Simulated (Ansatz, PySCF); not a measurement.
Gas-phase reaction (SMILES): O[Si](Br)(Br)Br + O (H2O) -> O[Si](O)(Br)Br + Br (HBr); water cleaves one Si-Br bond, a model of a ligand-exchange step.

Structures are relaxed separately at B3LYP-D3(BJ)/def2-TZVP in Ansatz (a first-principles code), one conformer each, not searched for the lowest. Valence correlation only, unless marked. Spin-orbit coupling is left out. Frozen are the shells of the preceding noble gas and the d and f shells that filled before the atom's block. No relativistic terms. CBS marks a two-point X^-3 extrapolation of the correlation energy; Hartree-Fock from the larger set. [CCSD(T)-MP2]/basis is that difference in the basis named. Thermal terms are rigid-rotor harmonic-oscillator values from B3LYP-D3(BJ) frequencies (Ansatz or PySCF) at 298.15 K and 1 atm. 1 Eh = 627.5095 kcal/mol.

```tsv
species	E, RI-MP2/CBS(def2-TZVPPD,def2-QZVPPD)+[CCSD(T)-MP2]/def2-TZVPPD (Ansatz) (Eh)	E, PBE/def2-TZVPD (Ansatz) (Eh)	H - E (Eh)
O[Si](Br)(Br)Br	-8083.09662	-8086.64892	0.02646
O (H2O)	-76.37797	-76.38111	0.02495
O[Si](O)(Br)Br	-5586.19984	-5588.66615	0.03940
Br (HBr)	-2573.28273	-2574.36895	0.00927
```

Problem. Work out ΔE and ΔH at 298.15 K at the first level, then ΔH at the second.

Solution. 
1. ΔE = [(-5586.19984) + (-2573.28273)] - [(-8083.09662) + (-76.37797)] = -0.00798 Eh = -5.0 kcal/mol at RI-MP2/CBS(def2-TZVPPD,def2-QZVPPD)+[CCSD(T)-MP2]/def2-TZVPPD.
2. The terms H - E add up to -0.00274 Eh, so ΔH = (-0.00798 + (-0.00274))×627.5095 = -6.7 kcal/mol.
3. At PBE/def2-TZVPD the same steps give ΔE = -3.2 and ΔH = -4.9 kcal/mol, a shift of +1.8 from the first level.
4. These values are not checked against measurement here, since the tables used lack a sound gas-phase enthalpy of formation for at least one species.
